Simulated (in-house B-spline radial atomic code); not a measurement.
Inner levels of thulium as electrons are removed. A shift is the extra binding of the orbital against the neutral atom ([Xe] 4f5/2(6) 4f7/2(7) 6s2). The density at the nucleus is averaged over the nuclear charge. Computed with a B-spline radial code for spherical atoms: Dirac-Hartree-Fock, jj configuration that fills j = l - 1/2 first, finite nuclei.

A number in brackets counts the electrons of a j subshell.

```json
{"ion": "Tm34+", "configuration": "[Ar] 3d10 4s2 4p1/2(2) 4p3/2(3)", "shift of 4s1/2 (eV)": "1164.03", "shift of 3p3/2 (eV)": "1335.97", "shift of 2p3/2 (eV)": "1390.07", "radius of 4s1/2 (bohr)": "0.44741", "radius of 3p3/2 (bohr)": "0.22017", "radius of 2p3/2 (bohr)": "0.077415", "Σ<r²> (bohr²)": "2.5738", "change of density at nucleus (bohr⁻³)": "1634.71"}
{"ion": "Tm35+", "configuration": "[Ar] 3d10 4s2 4p1/2(2) 4p3/2(2)", "shift of 4s1/2 (eV)": "1210.42", "shift of 3p3/2 (eV)": "1396.53", "shift of 2p3/2 (eV)": "1458.21", "radius of 4s1/2 (bohr)": "0.44516", "radius of 3p3/2 (bohr)": "0.21992", "radius of 2p3/2 (bohr)": "0.077401", "Σ<r²> (bohr²)": "2.3106", "change of density at nucleus (bohr⁻³)": "1848.61"}
{"ion": "Tm36+", "configuration": "[Ar] 3d10 4s2 4p1/2(2) 4p3/2(1)", "shift of 4s1/2 (eV)": "1257.22", "shift of 3p3/2 (eV)": "1457.73", "shift of 2p3/2 (eV)": "1527.24", "radius of 4s1/2 (bohr)": "0.44293", "radius of 3p3/2 (bohr)": "0.21966", "radius of 2p3/2 (bohr)": "0.077387", "Σ<r²> (bohr²)": "2.0537", "change of density at nucleus (bohr⁻³)": "2066.96"}
{"ion": "Tm37+", "configuration": "[Ar] 3d10 4s2 4p1/2(2)", "shift of 4s1/2 (eV)": "1304.43", "shift of 3p3/2 (eV)": "1519.59", "shift of 2p3/2 (eV)": "1597.14", "radius of 4s1/2 (bohr)": "0.44073", "radius of 3p3/2 (bohr)": "0.2194", "radius of 2p3/2 (bohr)": "0.077373", "Σ<r²> (bohr²)": "1.8029", "change of density at nucleus (bohr⁻³)": "2289.78"}
{"ion": "Tm38+", "configuration": "[Ar] 3d10 4s2 4p1/2(1)", "shift of 4s1/2 (eV)": "1353.03", "shift of 3p3/2 (eV)": "1585.23", "shift of 2p3/2 (eV)": "1671.32", "radius of 4s1/2 (bohr)": "0.43854", "radius of 3p3/2 (bohr)": "0.21906", "radius of 2p3/2 (bohr)": "0.077348", "Σ<r²> (bohr²)": "1.5754", "change of density at nucleus (bohr⁻³)": "2327.38"}
{"ion": "Tm39+", "configuration": "[Ar] 3d10 4s2", "shift of 4s1/2 (eV)": "1402.06", "shift of 3p3/2 (eV)": "1651.58", "shift of 2p3/2 (eV)": "1746.46", "radius of 4s1/2 (bohr)": "0.43637", "radius of 3p3/2 (bohr)": "0.2187", "radius of 2p3/2 (bohr)": "0.077323", "Σ<r²> (bohr²)": "1.3534", "change of density at nucleus (bohr⁻³)": "2363.25"}
```
